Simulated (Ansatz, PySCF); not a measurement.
Mean bond length (Å) of eight silicon and germanium compounds: PBE-D3(BJ) beside ωB97X-D3(BJ), computed with Ansatz (a program for electronic structure) and PySCF for isolated molecules in the bases named; differences from unrounded values. The eight are the first of their class met in an unordered collection, after screening for sound electronic states; none was chosen by its value. Each level has its own optimised geometry.

| molecule | basis | ωB97X-D3(BJ) | PBE-D3(BJ) | difference |
|---|---|---|---|---|
| C₃H₇FOSi, SMILES C(=C)C[Si@H](O)F | def2-SVP | 1.328 | 1.337 | 0.009 |
| CH7ClOSi2, SMILES [SiH2](C)[Si@H](Cl)O | def2-SVP | 1.518 | 1.531 | 0.013 |
| trichloro(chlorosilyl)silane (Cl₄H₂Si₂), SMILES Cl[SiH2][Si](Cl)(Cl)Cl | def2-SVP | 1.927 | 1.948 | 0.021 |
| C3H7NOSi, SMILES C1=CO[SiH2]NC1 | def2-SVP | 1.344 | 1.353 | 0.009 |
| H11NSi4, SMILES [SiH3]N[SiH2][SiH2][SiH3] | def2-SVP | 1.608 | 1.622 | 0.014 |
| GeCl4, SMILES [Ge]([Cl])([Cl])([Cl])[Cl] | def2-SVP | 2.116 | 2.147 | 0.031 |
| CH3FO3Si, SMILES O=CO[Si@@H](O)F | def2-SVP | 1.379 | 1.393 | 0.014 |
| CH₇F₂NSi₂, SMILES C[Si](F)(F)[SiH2]N | def2-SVP | 1.459 | 1.471 | 0.012 |

PBE-D3(BJ) lies below ωB97X-D3(BJ) in 0 and above it in 8 of the eight; the mean signed difference is 0.015 and the largest 0.031 Å.
